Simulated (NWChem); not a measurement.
AlH$_{3}$O$_{3}$; SMILES [OH][Al]([OH])[OH]

```xyz
7

Al     0.0000     0.0000     0.0000
O     -1.4712     0.8429     0.0000
H     -1.5335     1.7990     0.0000
O      1.4656     0.8526     0.0000
H      2.3247     0.4286     0.0000
O      0.0056    -1.6955     0.0000
H     -0.7912    -2.2276     0.0000
```
Atoms are numbered in this order, from 1.

Coordinates come from a PBE0/def2-SVP optimisation.

Task: List the 4 lowest vertical singlet excitations from CAM-B3LYP/def2-SVPD, TDA (NWChem).

Result: 
```
state  energy (eV)  oscillator strength  leading excitation (squared amplitude)
-----  -----------  -------------------  --------------------------------------
S1            7.08                0.000                    HOMO−1 → LUMO (0.69)
S2            7.08                0.000                      HOMO → LUMO (0.69)
S3            7.80                0.000                    HOMO−2 → LUMO (0.88)
S4            7.89                0.086                    HOMO−3 → LUMO (0.47)
```
